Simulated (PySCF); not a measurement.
Compound: C₆H₄F₃O₂P.
Numbering: `[O:1]=[P@@H:2]([C:3]([F:4])=[C:5]([F:6])[F:7])[c:8]1[cH:9][cH:10][cH:11][o:12]1`

Cartesian coordinates in Å at the GFN2-xTB level; atoms count from 1:
```
atom  x, y, z in Å
O1     1.2429   -2.2027   -0.7290
P2     0.9299   -1.3516    0.4118
C3     2.2034   -0.0683    0.7487
F4     2.9873   -0.2359    1.8190
C5     2.3721    0.9416   -0.0920
F6     1.5648    1.0836   -1.1324
F7     3.2600    1.9150   -0.0425
C8    -0.6136   -0.4641    0.2835
C9    -1.5787   -0.5192   -0.6877
C10   -2.5779    0.3923   -0.2884
C11   -2.1470    0.9298    0.8890
O12   -0.9638    0.4204    1.2445
H13    0.9378   -1.9748    1.6560
H14   -1.5536   -1.1350   -1.5629
H15   -3.4883    0.6177   -0.8040
H16   -2.5830    1.6602    1.5425
```

NICS is the negative of the GIAO shielding at a point without a nucleus: at the ring centre (0) and 1 Å above and below it (1); zz is the component along the ring normal. Level: GIAO PBE0/pcSseg-1 (PySCF, non-relativistic, gas phase) on the GFN2-xTB geometry, one conformer.

Ring bond lengths (Å), with Mayer bond orders in brackets: C8–C9 1.370 (1.54), C9–C10 1.410 (1.29), C10–C11 1.364 (1.58), C11–O12 1.336 (1.11), O12–C8 1.352 (1.01).

**Question.** What do the NICS probes read (ppm)?

**Answer.** 
```json
{"ring": "C8–C9–C10–C11–O12", "type": "5-membered ring with O; formal bonds all aromatic", "NICS(0)": "-11.9", "NICS(1), two faces": "-10.6 / -10.7", "NICS(1)zz, two faces": "-27.6 / -27.4", "rms pucker (Å)": "0.00", "centre to ring atoms, mean (Å)": "1.16"}
```

**Question.** What can be read from them?

**Answer.** 
- C8–C9–C10–C11–O12: mean NICS(1)zz -27.5 ppm, shielded, aromatic by this magnetic criterion (flat ring, no four-coordinate atom).

**Question.** What does the geometric index give? HOMA takes Krygowski's 1993 parameters.

**Answer.** 
- C8–C9–C10–C11–O12: HOMA 0.53; the largest term is that of O12–C8, α(R − Ropt)² = 1.20.

**Question.** How shielded are the nuclei of the rings and their hydrogens (means over atoms taken as equivalent)?

**Answer.** 
| atoms | environment | σ isotropic (ppm) |
| --- | --- | --- |
| C8 | substituted aromatic carbon | 39.0 |
| C9 | aromatic CH carbon | 53.0 |
| C10 | aromatic CH carbon | 68.4 |
| C11 | aromatic CH next to a ring oxygen | 32.9 |
| O12 | furan-type oxygen | 33.2 |
| H14 | aromatic hydrogen | 23.91 |
| H15 | aromatic hydrogen | 24.84 |
| H16 | aromatic hydrogen | 23.89 |
